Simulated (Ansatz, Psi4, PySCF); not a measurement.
System: C2H6BO, net charge 0, doublet state. SMILES: B(C)(C)[O]
Geometry from a B3LYP-D3(BJ)/def2-TZVP (Ansatz, a program for electronic structure) optimisation:
```xyz
10

C      1.4208    -0.5159    -0.2020
B     -0.0096     0.1641     0.0415
C     -1.3497    -0.7018    -0.1057
O     -0.0828     1.4193     0.3587
H      2.2479     0.1781    -0.0714
H      1.5324    -1.3494     0.4952
H      1.4442    -0.9221    -1.2158
H     -1.3007    -1.5395     0.5937
H     -1.3888    -1.1122    -1.1173
H     -2.2511    -0.1238     0.0851
```
Charge 0, spin multiplicity 2.

Wanted: size of the dipole moment, in D. Set-up: LANL2DZ all-electron up to Ne; no spin-orbit coupling; non-relativistic; open shells spin-unrestricted; 6-31G* and kin with 6d, 5d where marked; no dispersion term unless named; 6-311+G** with 5d. First-principles rows: single points at B3LYP-D3(BJ) geometries (Ansatz).

```tsv
level	program	size of the dipole moment (D)
PBE/LANL2DZ	Ansatz	2.67
PBE/6-311+G**	Ansatz	2.45
BLYP/6-31G*	Ansatz	2.19
BP86/6-31G* (5d)	PySCF	2.22
B3LYP/STO-3G	Ansatz	0.73
B3LYP/3-21G	Ansatz	1.97
B3LYP/LANL2DZ	Ansatz	2.49
B3LYP/6-31G	Ansatz	2.31
B3LYP/6-31G*	Ansatz	2.02
B3LYP/cc-pVDZ	Ansatz	2.01
B3LYP/6-311+G**	Ansatz	2.24
PBE0/6-311+G**	Ansatz	2.16
M06-2X/6-311+G**	PySCF	2.08
wB97X-D/6-31G*	Psi4	1.97
```

No value to compare with is used here. The 14 habitual levels span 0.73 (B3LYP/STO-3G) to 2.67 D (PBE/LANL2DZ).

The levels are drawn from those run, B3LYP/6-31G* more often than the rest, none by its result; left out are runs that failed, that the program found above a lower state of the same kind, or whose <S^2> lies over 0.5 above the pure value.
